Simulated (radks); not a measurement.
Species: Sr3+. Configuration: [Ar] 3d10 4s2 4p5 (the NIST ground configuration). All-electron calculation, scalar-relativistic Kohn-Sham, PW91, spin-polarised, spherical densities, finite nucleus; open shells are filled with parallel spins first (spin-orbit coupling, left out, can overturn this in heavy ions); Fermi nuclear charge, rms radius 4.224 fm. Program: a radial shooting solver on a logarithmic mesh with Libxc functionals.

Unscreened Slater integrals over Kohn-Sham orbitals (cm^-1). They are taken over the spin-up orbitals.

\begin{tabular}{lr}
integral & value \\ \hline
F0(4p,4p) & 132700 \\
F2(4p,4p) & 70247 \\
F0(4p,4s) & 140100 \\
G1(4p,4s) & 94852 \\
F0(4p,3d) & 171610 \\
F2(4p,3d) & 38373 \\
G1(4p,3d) & 12634 \\
G3(4p,3d) & 11964 \\
F0(4s,4s) & 149120 \\
F0(4s,3d) & 189620 \\
G2(4s,3d) & 16045 \\
F0(3d,3d) & 403080 \\
F2(3d,3d) & 195730 \\
F4(3d,3d) & 123730 \\
\end{tabular}

Derived for the open shells (J is the average intra-shell exchange parameter used in DFT+U). 4p: J = F2/5 = 14050 cm^-1.
